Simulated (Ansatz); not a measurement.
Molecule: sum formula MoO2Cl2, net charge -1, doublet state. The spin state was set by rule; other spins were not relaxed. 
Structure (B3LYP-D3(BJ)/def2-TZVP (Ansatz, a quantum-chemistry and plane-wave program) minimum search):
```xyz
5

Mo     0.4043    -0.0786     0.1470
O      1.6382    -0.6816    -0.8831
O      0.8398     0.1996     1.7842
Cl    -0.6177     1.8486    -0.7956
Cl    -1.5472    -1.4275     0.0084
```
Charge -1, spin multiplicity 2.

Basis-set convergence of Hartree-Fock and CCSD(T) correlation energies (hartree) with Ansatz. Valence correlation only, unless marked. UHF or UKS for open shells. Spin-orbit coupling is left out. The frozen core is the preceding noble-gas configuration, with the filled d and f shells of earlier blocks. In def2 rows, elements after Kr have scalar-relativistic effective core potentials.

```json
[
 {"basis": "def2-SVPD", "functions": "134", "E(HF)": "-1136.06930", "E(corr, CCSD(T))": "-0.96518"},
 {"basis": "def2-TZVPPD", "functions": "238", "E(HF)": "(withheld)", "E(corr, CCSD(T))": "(withheld)"}
]
```

**Question.** Some entries are withheld; supply them.

**Answer.** 
- def2-TZVPPD, E(HF): -1136.57984
- def2-TZVPPD, E(corr, CCSD(T)): -1.19346
